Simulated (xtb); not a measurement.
C₄CoO₄, doublet, from a rough starting geometry (GFN-xTB shapes and energies of metal compounds can be far from the true ones) (the multiplicity is a formal guess); GFN2-xTB (xtb).

xtb was given this input:
```
$ xtb mol.xyz --gfn 2 --uhf 1 --opt vtight --json

# file mol.xyz
9

Co     0.00512173     0.04761528     0.00431739
O      1.38099917     1.17373674    -2.29997720
C      0.89736213     0.70635645    -1.34989602
O     -0.05586143    -1.35878797     2.60146408
C      0.00405870    -0.81497380     1.56550493
O     -0.43680220    -2.47745963    -1.48206615
C     -0.30072664    -1.54197405    -0.90254259
O     -0.79056529     2.57766746     1.12874033
C     -0.59389384     1.51729008     0.65488736
```

It wrote (shortened):

```
   ID    Z sym.   atoms
    1   27 Co     1
    2    8 O      2, 4, 6, 8
    3    6 C      3, 5, 7, 9

           -------------------------------------------------
          |                Calculation Setup                |
           -------------------------------------------------

           -------------------------------------------------
          |                 G F N 2 - x T B                 |
           -------------------------------------------------

          ...................................................
          :                      SETUP                      :
          :.................................................:
          :  # basis functions                  42          :
          :  # atomic orbitals                  41          :
          :  # shells                           19          :
          :  # electrons                        49          :
          :  max. iterations                   250          :
          :  Hamiltonian                  GFN2-xTB          :
          :  restarted?                      false          :
          :  GBSA solvation                  false          :
          :  PC potential                    false          :
          :  electronic temp.          300.0000000     K    :
          :  accuracy                    1.0000000          :
          :  -> integral cutoff          0.2500000E+02      :
          :  -> integral neglect         0.1000000E-07      :
          :  -> SCF convergence          0.1000000E-05 Eh   :
          :  -> wf. convergence          0.1000000E-03 e    :
          :  Broyden damping             0.4000000          :
          :  net charge                          0          :
          :  unpaired electrons                  1          :
          ...................................................

 iter      E             dE          RMSdq      gap      omega  full diag
   1    -28.3946432 -0.283946E+02  0.121E+01    2.60       0.0  T
   2    -28.5643615 -0.169718E+00  0.588E+00    1.93       1.0  T
   3    -28.6101417 -0.457802E-01  0.431E+00    2.12       1.0  T
   4    -28.6432549 -0.331132E-01  0.125E+00    1.99       1.0  T
   5    -28.6525462 -0.929125E-02  0.318E-01    2.07       1.0  T
   6    -28.6531417 -0.595495E-03  0.115E-01    2.04       1.0  T
   7    -28.6532197 -0.780213E-04  0.798E-02    2.06       1.0  T
   8    -28.6532415 -0.217953E-04  0.156E-02    2.06       2.1  T
   9    -28.6532422 -0.726565E-06  0.842E-03    2.06       4.0  T
  10    -28.6532421  0.121032E-06  0.603E-03    2.06       5.5  T
  11    -28.6532424 -0.253548E-06  0.206E-03    2.06      16.2  T
  12    -28.6532424 -0.175832E-07  0.486E-04    2.06      68.6  T
  13    -28.6532424 -0.737739E-09  0.182E-04    2.06     182.9  T

   *** convergence criteria satisfied after 13 iterations ***

         :::::::::::::::::::::::::::::::::::::::::::::::::::::
         ::                     SUMMARY                     ::
         :::::::::::::::::::::::::::::::::::::::::::::::::::::
         :: total energy             -28.356383722947 Eh    ::
         :: gradient norm              0.195053190000 Eh/a0 ::
         :: HOMO-LUMO gap              2.059564321407 eV    ::
         ::.................................................::
         :: SCC energy               -28.653225552429 Eh    ::
         :: -> isotropic ES            0.032473123955 Eh    ::
         :: -> anisotropic ES         -0.000046754297 Eh    ::
         :: -> anisotropic XC          0.007190182300 Eh    ::
         :: -> dispersion             -0.007276802298 Eh    ::
         :: repulsion energy           0.296841829482 Eh    ::
         :: add. restraining           0.000000000000 Eh    ::
         :: total charge               0.000000000405 e     ::
         :::::::::::::::::::::::::::::::::::::::::::::::::::::

      -----------------------------------------------------------
     |                   =====================                   |
[...]
 * total energy  :   -28.3681079 Eh     change       -0.1094862E-04 Eh
 * total energy  :   -28.3681099 Eh     change       -0.1972760E-05 Eh
 * total energy  :   -28.3681101 Eh     change       -0.2011585E-06 Eh
 * total energy  :   -28.3681120 Eh     change       -0.1874238E-05 Eh
 * total energy  :   -28.3681125 Eh     change       -0.5548429E-06 Eh
 * total energy  :   -28.3681132 Eh     change       -0.6636905E-06 Eh
 * total energy  :   -28.3681134 Eh     change       -0.2607450E-06 Eh
 * total energy  :   -28.3681137 Eh     change       -0.2701541E-06 Eh
 * total energy  :   -28.3681140 Eh     change       -0.3340689E-06 Eh
 * total energy  :   -28.3681143 Eh     change       -0.2835005E-06 Eh
 * total energy  :   -28.3681145 Eh     change       -0.1750468E-06 Eh
 * total energy  :   -28.3681145 Eh     change       -0.4224036E-07 Eh
   *** GEOMETRY OPTIMIZATION CONVERGED AFTER 21 ITERATIONS ***
         :: total energy             -28.368114540692 Eh    ::
[...]
        24        2.0000           -0.4063880             -11.0584
        25        1.0000           -0.3652429              -9.9388 (HOMO)
        26                         -0.2853422              -7.7646 (LUMO)
        27                         -0.2853047              -7.7635
        28                         -0.2848303              -7.7506
        29                         -0.2803459              -7.6286
        30                         -0.2761160              -7.5135
        31                         -0.2761156              -7.5135
        32                         -0.2604601              -7.0875
        33                         -0.2182091              -5.9378
        34                          0.1841169               5.0101
        35                          0.5640805              15.3494
        36                          0.7488520              20.3773
       ...                                ...                  ...
        41                          1.0616487              28.8889
      -------------------------------------------------------------
                  HL-Gap            0.0799007 Eh            2.1742 eV
             Fermi-level           -0.3555112 Eh           -9.6740 eV

     #   Z          covCN         q      C6AA      α(0)
     1  27 Co       3.522    -0.438   149.863    25.081
     2   8 O        0.856    -0.120    16.812     5.497
     3   6 C        1.738     0.230    25.924     8.237
     4   8 O        0.856    -0.120    16.812     5.497
     5   6 C        1.738     0.229    25.924     8.237
     6   8 O        0.856    -0.120    16.812     5.497
     7   6 C        1.738     0.230    25.923     8.237
     8   8 O        0.856    -0.120    16.812     5.497
     9   6 C        1.738     0.229    25.924     8.237

 Mol. C6AA /au·bohr⁶  :       2360.803161
 Mol. C8AA /au·bohr⁸  :      87210.351953
 Mol. α(0) /au        :         80.017400

Wiberg/Mayer (AO) data.
largest (>0.10) Wiberg bond orders for each atom

 ---------------------------------------------------------------------------
     #   Z sym  total        # sym  WBO       # sym  WBO       # sym  WBO
 ---------------------------------------------------------------------------
     1  27 Co   5.314 --     7 C    1.135     9 C    1.135     3 C    1.135
                             5 C    1.135     8 O    0.194     6 O    0.194
                             2 O    0.194     4 O    0.194
     2   8 O    2.543 --     3 C    2.258     1 Co   0.194
     3   6 C    3.619 --     2 O    2.258     1 Co   1.135
     4   8 O    2.543 --     5 C    2.258     1 Co   0.194
     5   6 C    3.619 --     4 O    2.258     1 Co   1.135
     6   8 O    2.543 --     7 C    2.258     1 Co   0.194
     7   6 C    3.619 --     6 O    2.258     1 Co   1.135
     8   8 O    2.543 --     9 C    2.258     1 Co   0.194
     9   6 C    3.619 --     8 O    2.258     1 Co   1.135
 ---------------------------------------------------------------------------

Topologies differ in total number of bonds
Writing topology from bond orders to xtbtopo.mol

molecular dipole:
                 x           y           z       tot (Debye)
 q only:        0.000      -0.000       0.000
   full:        0.000      -0.000       0.000       0.001
molecular quadrupole (traceless):
                xx          xy          yy          xz          yz          zz
 q only:        1.794      -0.179      -0.989       0.740      -0.047      -0.804
  q+dip:       -0.075       0.006       0.041      -0.030       0.002       0.034
   full:        2.351      -0.235      -1.297       0.970      -0.061      -1.055

optimized geometry written to: xtbopt.xyz

           -------------------------------------------------
          | TOTAL ENERGY              -28.368114540692 Eh   |
          | GRADIENT NORM               0.000102240812 Eh/α |
          | HOMO-LUMO GAP               2.174209043438 eV   |
           -------------------------------------------------
```
